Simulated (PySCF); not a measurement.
NICS in isomers of C6H11P.

NICS is the negative of the GIAO shielding at a point without a nucleus: at the ring centre (0) and 1 Å above and below it (1); zz is the component along the ring normal. Level: GIAO PBE0/pcSseg-1 (PySCF, non-relativistic, gas phase) on the GFN2-xTB geometries, one conformer each. Atom numbers follow the mapped SMILES.

Question: Order these rings by mean NICS(1)zz, lowest (most negative) first (ppm).
A. ring C2–C3–P4 in `[CH3:1][C:2]1=[CH:3][P:4]1[CH:5]([CH3:6])[CH3:7]`
B. ring C2–C3–P7 in `[CH3:1][C:2]1=[C:3]([CH:4]([CH3:5])[CH3:6])[PH:7]1`
C. ring C2–C3–P4–C6–C7 in `[CH3:1][C:2]1=[CH:3][P:4]([CH3:5])[CH2:6][CH2:7]1`
D. ring C3–C4–P5 in `[CH3:1][CH2:2][C:3]1=[CH:4][P:5]1[CH2:6][CH3:7]`
E. ring C1–C2–P3–C7–C6 in `[CH2:1]1[CH2:2][P:3]2[CH2:4][CH2:5][CH:6]1[CH2:7]2`

Answer: A (-20.1), D (-18.0), B (-16.0), E (-9.2), C (-3.0).

```
        SMILES                                                     ring  NICS(0)  NICS(1)  NICS(1)zz   HOMA  rms pucker (Å)  ring atoms with four or more neighbours
  CC1=CP1C(C)C  3-membered ring with P; formal bonds 1 double, 2 single    -27.4     -9.7      -20.1  -1.14            0.00                                        0
    CCC1=CP1CC  3-membered ring with P; formal bonds 1 double, 2 single    -26.6     -8.8      -18.0  -1.13            0.00                                        0
CC1=C(C(C)C)P1  3-membered ring with P; formal bonds 1 double, 2 single    -29.0     -8.4      -16.0  -1.36            0.00                                        0
   C1CP2CCC1C2          5-membered ring with P; formal bonds all single     -9.0     -6.9       -9.2      –            0.27                                        4
  CC1=CP(C)CC1  5-membered ring with P; formal bonds 1 double, 4 single     -2.6     -3.1       -3.0      –            0.09                                        2
```

NICS(0) gives another order. The isotropic NICS(1) gives the same order. HOMA uses Krygowski's 1993 parameters; it is left out where a ring has a four-coordinate atom, a triple bond, no multiple bond or a kind of bond without parameters. NICS(1) and NICS(1)zz are means over the two faces.
